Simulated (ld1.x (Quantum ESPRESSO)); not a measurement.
# An all-electron radial function and its pseudo partner (F (Z = 9))

Columns: radius, all-electron u(r) and pseudo u(r) of the 2s shell (level -29.78 eV) of fluorine in the configuration [He] 2s2 2p5; BLYP, scalar-relativistic, TM scheme, ld1.x (Quantum ESPRESSO) 7.5.

| r (bohr) | all-electron | pseudo |
| --- | --- | --- |
| 0.068 | 0.4339 | -0.0796 |
| 0.135 | 0.3919 | -0.1627 |
| 0.202 | 0.1674 | -0.2551 |
| 0.270 | -0.1091 | -0.3631 |
| 0.338 | -0.3701 | -0.4880 |
| 0.405 | -0.5864 | -0.6244 |
| 0.473 | -0.7573 | -0.7632 |
| 0.540 | -0.8789 | -0.8790 |
| 0.608 | -0.9603 | -0.9603 |
| 0.675 | -1.0059 | -1.0059 |
| 0.742 | -1.0239 | -1.0239 |
| 0.810 | -1.0203 | -1.0203 |
| 0.878 | -1.0002 | -1.0002 |
| 0.945 | -0.9688 | -0.9688 |
| 1.013 | -0.9286 | -0.9286 |
| 1.080 | -0.8837 | -0.8837 |
| 1.148 | -0.8350 | -0.8350 |
| 1.215 | -0.7854 | -0.7854 |
| 1.283 | -0.7349 | -0.7349 |
| 1.350 | -0.6859 | -0.6859 |
| 1.418 | -0.6374 | -0.6374 |
| 1.485 | -0.5915 | -0.5915 |
| 1.553 | -0.5470 | -0.5470 |
| 1.620 | -0.5055 | -0.5055 |
| 1.688 | -0.4658 | -0.4658 |
| 1.755 | -0.4290 | -0.4290 |

(1) How many radial nodes do the two functions have?

(2) At about which radius was the pseudo-wave matched?

(3) Where does each function peak?

(4) Is the pseudo-wave norm-conserving?

Results:

(1) The all-electron 2s function has n − l − 1 = 1; the pseudo-wave has 0, since the states of the same l below it are removed with the core.

(2) 0.60 bohr, where the columns begin to agree (steps of 0.07 bohr).

(3) Outermost all-electron maximum near 0.74 bohr, pseudo maximum near 0.74 bohr (to the table’s step).

(4) Yes: the TM scheme keeps the norm inside the radius equal to the all-electron one, which fixes the energy derivative of the logarithmic derivative at the level.
